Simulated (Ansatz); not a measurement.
Consider the ligand exchange at the Si–S bond: `C=C[SiH2]S[SiH](Cl)Cl` + `[AsH3]` → `C=C[SiH2][AsH2]` + `S[SiH](Cl)Cl`.

Isolated molecules relaxed with PBE0-D4/def2-TZVP in Ansatz; ΔE leaves out vibrations. CBS: MP2 limit from def2 TZ/QZ plus the TZ coupled-cluster correction, frozen cores. DFT in def2-TZVPP. B3LYP here is the variant with VWN-RPA as its local correlation; programs differ in this. For As outer-core shells are correlated without core-valence functions, which leaves a few kJ/mol of doubt a bond. Scalar relativity is left out up to krypton. One conformer a species, not always the lowest.

`C=C[SiH2]S[SiH](Cl)Cl`:

```xyz
13

C     1.075   -0.479    1.769
C     0.846   -1.060    0.594
Si   -0.868   -1.271   -0.064
S    -1.155   -0.268   -1.956
Si   -0.452    1.672   -1.539
Cl   -1.093    2.355    0.280
Cl    1.589    1.790   -1.565
H     0.265   -0.096    2.384
H     2.078   -0.353    2.166
H     1.691   -1.412    0.006
H    -1.168   -2.679   -0.423
H    -1.843   -0.771    0.934
H    -0.966    2.572   -2.585
```

`[AsH3]`:

Z-matrix (Å, degrees):
```
As
H 1 1.522
H 1 1.522 2 92.0
H 1 1.522 2 92.0 3 -92.1
```

`C=C[SiH2][AsH2]`:

```xyz
11

C    -1.407    0.787   -1.172
C    -0.443   -0.094   -0.919
Si    1.037    0.296    0.133
As    1.145   -0.958    2.140
H    -1.367    1.803   -0.787
H    -2.276    0.537   -1.773
H    -0.539   -1.099   -1.328
H     1.001    1.739    0.494
H     2.299    0.007   -0.602
H     0.889   -2.263    1.398
H    -0.339   -0.754    2.416
```

`S[SiH](Cl)Cl`:

Z-matrix (Å, degrees):
```
Si
Cl 1 2.036
Cl 1 2.042 2 110.0
S 1 2.113 2 105.8 3 121.1
H 1 1.474 2 109.1 3 -116.8
H 4 1.346 1 92.9 2 -178.6
```

Task: Is it downhill or uphill in electronic energy at CCSD(T)/CBS, and by how much? (An estimate is asked.)

Result: The calculation gave: Uphill: ΔE = +9.9 kcal/mol.

Task: What do these levels give: r2SCAN-D4, B3LYP-D4, ωB97M-V, B2PLYP, PBE0, MP2/def2-TZVPP, SCS-MP2/def2-TZVPP, CCSD/def2-TZVPP, CCSD(T)/def2-TZVPP, MP2/def2-QZVPP, SCS-MP2/def2-QZVPP, HF/CBS(def2)? (An estimate is asked.)

Result: The calculation gave: r2SCAN-D4 9.8, B3LYP-D4 10.7, ωB97M-V 10.6, B2PLYP 8.5, PBE0 7.4, MP2/def2-TZVPP 10.9, SCS-MP2/def2-TZVPP 10.2, CCSD/def2-TZVPP 9.1, CCSD(T)/def2-TZVPP 9.6, MP2/def2-QZVPP 11.0, SCS-MP2/def2-QZVPP 10.4, HF/CBS(def2) 8.1 kcal/mol.

Largest T1 diagnostic among the species: 0.012.

In def2-TZVPP, CCSD(T) changes the Hartree–Fock value by +1.6 kcal/mol (the triples alone add +0.6 kcal/mol) and MP2 by +2.8 kcal/mol. The D4 term adds +3.8 kcal/mol with B3LYP and +2.3 kcal/mol with PBE0; it sums over pairs of atoms, weighted by their polarisabilities, and B3LYP, whose exchange is more repulsive, gets the larger term.
